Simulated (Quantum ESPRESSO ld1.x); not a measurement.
Results of a calculation; reference values are marked as such.
Question: The mean radii <r> (bohr) of the occupied orbitals of an atom or ion are listed with their occupations. Level of theory: non-relativistic Kohn-Sham, LDA (Slater exchange, VWN5 correlation), spin-polarised, spherical densities, point nucleus (ld1.x of Quantum ESPRESSO 7.5).

| orbital | occ. | <r> |
|---|---|---|
| 1s up | 1 | 0.01942 |
| 1s down | 1 | 0.01942 |
| 2s up | 1 | 0.08185 |
| 2s down | 1 | 0.08185 |
| 2p up | 3 | 0.06916 |
| 2p down | 3 | 0.06916 |
| 3s up | 1 | 0.2069 |
| 3s down | 1 | 0.2069 |
| 3p up | 3 | 0.1971 |
| 3p down | 3 | 0.1971 |
| 3d up | 5 | 0.1723 |
| 3d down | 5 | 0.1723 |
| 4s up | 1 | 0.4569 |
| 4s down | 1 | 0.4569 |
| 4p up | 3 | 0.4615 |
| 4p down | 3 | 0.4615 |
| 4d up | 5 | 0.4709 |
| 4d down | 5 | 0.4709 |
| 4f up | 7 | 0.5036 |
| 4f down | 7 | 0.5032 |
| 5s up | 1 | 1.053 |
| 5s down | 1 | 1.052 |
| 5p up | 3 | 1.151 |
| 5p down | 3 | 1.150 |
| 5d up | 5 | 1.616 |
| 5d down | 4 | 1.623 |
| 7p up | 1 | 11.36 |

Name the element and its charge. Open shells, if any, are filled with parallel spins first.

Answer: Z = 78, platinum, charge 0: Pt in [Xe] 4f14 5d9 7p1. The 1s radius gives Z: for a bare nucleus <r> = 1.5/Z, 0.01923 bohr for Z = 78, and screening makes it slightly larger (0.01942 here). The occupations add up to 78, and the charge is Z minus that.
